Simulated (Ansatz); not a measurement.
Relaxation of AlClFH2N (6 atoms, charge 0, multiplicity 1), to a largest force component of 0.02 eV/Å in at most 40 steps.

All numbers below come from RHF/cc-pVDZ (Ansatz 0.2.0).

```xyz
6
Properties=species:S:1:pos:R:3
Al 0.000 0.000 0.000
Cl 0.000 0.000 2.230
F 1.464 0.000 -0.845
N -1.663 0.000 -0.960
H -2.332 -0.816 -0.861
H -1.912 0.816 -1.589
```

**Question.** Where does it end, and by what steps?

**Answer.** The run converged. After 6 steps the energy has fallen by 0.898 eV; H6 moved furthest, 0.74 Å.

```tsv
step	energy less start (eV)	largest force component (eV/Å)	accepted
0	0.0000	2.357	yes
1	-0.5952	1.229	yes
2	-0.7582	0.694	yes
3	-0.8589	0.238	yes
4	-0.8773	0.163	yes
5	-0.8912	0.430	yes
6	-0.8977	0.017	yes
```

```xyz
6
Properties=species:S:1:pos:R:3
Al -0.073 0.024 -0.004
Cl -0.002 -0.378 2.064
F 1.356 0.377 -0.790
N -1.581 -0.002 -0.905
H -2.478 -0.201 -0.504
H -1.666 0.182 -1.886
```

Whether the end is a true minimum wasn't checked by a vibrational analysis.

Run time: 11 s on 1 thread of Arm Neoverse V2, with other jobs on the host, peak memory 0.13 GiB.
